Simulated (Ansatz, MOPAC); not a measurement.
Molecule: BHF, charge 0, multiplicity 2. SMILES: [BH]F
Geometry: optimised at B3LYP-D3(BJ)/def2-TZVP (Ansatz, a quantum-chemistry and plane-wave program).

Quantity: size of the dipole moment, in D. Conventions: 6-311+G** with 5d; no spin-orbit coupling; no dispersion term unless named; non-relativistic; 6-31G* and kin with 6d, 5d where marked; LANL2DZ all-electron up to Ne; UHF or UKS for open shells. Ab initio and DFT rows: single points at B3LYP-D3(BJ) geometries (Ansatz). Semi-empirical rows: dipoles at the shared geometry.

```json
[
 {"level": "PM6", "program": "MOPAC", "size of the dipole moment (D)": "1.05"},
 {"level": "SVWN5/6-31G*", "program": "Ansatz", "size of the dipole moment (D)": "0.41"},
 {"level": "PBE/6-311+G**", "program": "Ansatz", "size of the dipole moment (D)": "0.64"},
 {"level": "BLYP/6-31G*", "program": "Ansatz", "size of the dipole moment (D)": "0.34"},
 {"level": "B3LYP/LANL2DZ", "program": "Ansatz", "size of the dipole moment (D)": "0.95"},
 {"level": "B3LYP/6-31G*", "program": "Ansatz", "size of the dipole moment (D)": "0.37"},
 {"level": "B3LYP/6-31+G*", "program": "Ansatz", "size of the dipole moment (D)": "0.67"}
]
```

No value to compare with is used here. The 7 habitual levels span 0.34 (BLYP/6-31G*) to 1.05 D (PM6).

The levels are drawn from those run, B3LYP/6-31G* more often than the rest, none by its result; runs whose electronic state is in doubt are left out.
